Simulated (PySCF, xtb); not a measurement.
Mo(F)2(OH)4 (F2H4MoO4), SMILES [OH][Mo]([OH])([OH])([OH])([F])[F], multiplicity 1.

GFN2-xTB run with xtb at its own geometry gives an orbital gap of 5.60 eV and a dipole moment of 4.11 D.

Geometry optimised at r2SCAN-D4/def2-SVP. The multiplicity is an assumed one; other spin states were not compared. The def2 effective core potentials stand for the cores of Mo; spin–orbit coupling is left out. The values are those of a single conformer.

Q: What does PySCF with M06-2X/def2-TZVP give? (The exact figures need the calculation; the answer reports its results.)

A: gap 8.30 eV (levels -11.30 and -3.00 eV), dipole 1.13 D.
